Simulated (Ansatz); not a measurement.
Ansatz (an electronic-structure program) input:

Ansatz 0.2 input:
```yaml
crystal:
  periodic: [false, false, false]
  atoms:
    - {symbol: Si, position_ang: [-0.03742460, 0.73841319, 0.08931489]}
    - {symbol: C, position_ang: [-1.70749880, -0.03405508, 0.22998173]}
    - {symbol: C, position_ang: [1.25251640, -0.61961027, -0.23414477]}
    - {symbol: H, position_ang: [-0.02674648, 1.72176210, -1.00200254]}
    - {symbol: H, position_ang: [0.33306741, 1.42635870, 1.34097121]}
    - {symbol: H, position_ang: [-1.86026607, -1.03203824, 0.60360729]}
    - {symbol: H, position_ang: [-2.61113030, 0.48719100, -0.03090727]}
    - {symbol: H, position_ang: [1.25827581, -1.35381388, 0.56609209]}
    - {symbol: H, position_ang: [1.05250216, -1.14595535, -1.16277473]}
    - {symbol: H, position_ang: [2.25197429, -0.20061894, -0.30213575]}
basis:
  gaussian:
    orbitals: def2-TZVP
hamiltonian:
  xc: b3lyp
  dispersion: d3bj
magnetization: {spin_polarized: true, initial_magnetization: 1}
relax: {f_tol: 0.002, max_steps: 150}
```

Problem. What final total energy does it print?

Solution. -369.94438 Eh (B3LYP-D3(BJ)/def2-TZVP). The basis has 141 functions.

It need not be the lowest isomer of its formula.
